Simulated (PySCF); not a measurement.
**Unknown compound**

The spectra below were simulated for a compound C$_{7}$H$_{12}$.

¹H NMR (400 MHz, computed): δ 2.51 (m, 2H), 2.10 (m, 2H), 1.74 (m, 1H), 1.65 (m, 1H), 1.37 (m, 2H), 1.36 (m, 2H), 1.27 (m, 2H).

¹³C{¹H} NMR (computed): δ 40.3 (CH, 2C), 37.0 (CH2, 2C), 27.3 (CH2), 26.5 (CH2, 2C).

- PBE0-D3(BJ)/def2-SVP geometry
- B3LYP/pcJ-1 coupling constants (without the spin–dipole term)
- GIAO B3LYP/pcSseg-1 shieldings
- code: PySCF 2.14.0 with density-fitted response routines
- isolated molecule, a single conformation, non-relativistic Hamiltonian, averaged over atoms made equivalent by symmetry, fast rotation or ring inversion

Shifts are taken against calculated references (same method and geometry level): ¹H and ¹³C against TMS.

Task: What is the structure?

Result: 
The formula gives 2 degrees of unsaturation (2 rings in the answer). 4 carbon signals for 7 carbons: some carbons are equivalent by symmetry or fast rotation. Carbon types of the structure: 2 × CH, 5 × CH2, which accounts for all hydrogens. δC 40.3: sp3 CH in a ring; a saturated carbon with 3 carbon neighbours and no heteroatom attached. δC 37.0, 27.3, 26.5: sp3 CH2 in a ring; aliphatic region, no heteroatom directly attached. δH 2.51: hydrogen on an sp3 CH in a ring. δH 2.10, 1.74, 1.65, 1.37, 1.36, 1.27: hydrogen on an sp3 CH2 in a ring.

The compound is SMILES C1C[C@@H]2CC[C@@H]2C1.

This is the structure that produced the data.

Splittings below 1 Hz are ignored in the labels, and close J values are merged. Couplings among chemically equivalent protons are left out too, so labels in AA′BB′ or AA′XX′ sets are apparent multiplicities. Unscaled 3J(H,H) at this level run about 10 % above measured values. Shifts are as computed. Against solution values, carbons near 30 ppm lie about +2 ppm off and those near 130 ppm about +6 ppm. Of 1211 compounds with measured shifts, 218 miss one by over three times the rms of a fit or turn the order of signals round; such compounds aren't used in these exercises.
